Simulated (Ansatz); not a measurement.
Calculated with Ansatz (gas phase, PBE0-D4/def2-TZVP geometries, no zero-point term in ΔE). CCSD(T)/CBS adds triple-zeta CCSD(T) − MP2 to the extrapolated MP2 energy (def2 sets, frozen cores). This one scheme is used for every species. DFT in def2-TZVPP. B3LYP here is the variant with VWN-RPA as its local correlation; programs differ in this. Each species was taken in one conformer, which may not be the lowest.

Consider the substitution at a C–Si bond: `CC(F)(F)[SiH2]F` + H–F → `CC(F)(F)F` + `F[SiH3]`.

`CC(F)(F)[SiH2]F`:

```xyz
11

C     0.400    0.470   -1.304
C     0.148   -0.575   -0.258
F     1.304   -1.286   -0.048
F    -0.774   -1.483   -0.735
Si   -0.524    0.025    1.433
F     0.477    1.137    1.994
H    -0.523    1.005   -1.532
H     0.769   -0.013   -2.212
H     1.145    1.182   -0.947
H    -1.852    0.650    1.232
H    -0.570   -1.112    2.376
```

H–F:

```xyz
2

F    -0.179    0.406   -0.121
H     0.179   -0.406    0.121
```

`CC(F)(F)F`:

```xyz
8

C    -0.512    0.448    0.421
C     0.446   -0.390   -0.366
F     1.623    0.229   -0.538
F     0.700   -1.558    0.241
F    -0.030   -0.677   -1.587
H    -0.690    1.384   -0.107
H    -0.087    0.656    1.402
H    -1.452   -0.091    0.535
```

`F[SiH3]`:

Cartesian coordinates in Å:
```
F 1.364 -0.751 0.090
Si -0.035 0.019 -0.002
H 0.190 1.315 -0.686
H -0.539 0.237 1.374
H -0.979 -0.821 -0.776
```

```csv
level,ΔE (kJ/mol)
r2SCAN-D4,-21.5
B3LYP,-22.2
```

**Question.** What does CCSD(T)/CBS give? (Estimate.)

**Answer.** Ansatz gave: -6.5 kJ/mol. The listed levels differ from it by -15.0, -15.7 kJ/mol.

Largest T1 diagnostic among the species: 0.012.

From PBE to PBE0 (25 % exact exchange), in def2-TZVPP and without D4, ΔE moves by −5.4 kJ/mol. In def2-TZVPP, CCSD(T) changes the Hartree–Fock value by +31.3 kJ/mol (the triples alone add +3.0 kJ/mol) and MP2 by +37.2 kJ/mol.
